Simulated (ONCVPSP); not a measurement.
# Plane-wave convergence, ONCV potential for sulfur (S)

sulfur (S), optimised norm-conserving Vanderbilt (ONCV), made with ONCVPSP 4.0.1 (revPBE, scalar-relativistic). Core [Ne], reference 3s2 3p4. Waves: 3s: rc 1.15 bohr, ncon 4, nbas 8, qcut 6.6 1/bohr, 3 projectors, debl 2.7 Ha; 3p: rc 1.20 bohr, ncon 3, nbas 6, qcut 6.9 1/bohr, 2 projectors, debl 0.8 Ha; d scattering state at 0.31 Ha: rc 0.95 bohr, ncon 3, nbas 7, qcut 11.9 1/bohr, local. Local part: the d channel. Core correction: Teter function, fcfact 5.5, rcfact 1.1.

**Question.** For each optimised wave give the share of its norm inside rc, the residual kinetic energy above qcut (Ha) and the cutoffs (Ha) for errors of 10, 1, 0.1 and 0.01 mHa per electron.

**Answer.**

```tsv
wave	norm inside rc	residual KE	10 mHa	1 mHa	0.1 mHa	0.01 mHa
3s	0.190	1.1e-03	8.5	23.3	123.1	162.3
s projector 2	0.065	1.4e-03	14.2	23.9	152.1	184.8
s projector 3	0.053	7.3e-03	20.6	30.9	196.0	239.5
3p	0.140	2.0e-04	4.0	6.0	61.3	not reached
p projector 2	0.071	1.4e-03	4.3	27.1	95.3	144.0
d projector 1	0.039	2.7e-06	22.9	40.5	54.5	65.0
```

The occupied waves need 23 Ha and 123 Ha for 1 and 0.1 mHa. Note: ghosts flagged at negative energy: s at -209.9 eV; GHOST(+) flags only above 600 eV. A true bound ghost makes a file unfit for plane-wave use.
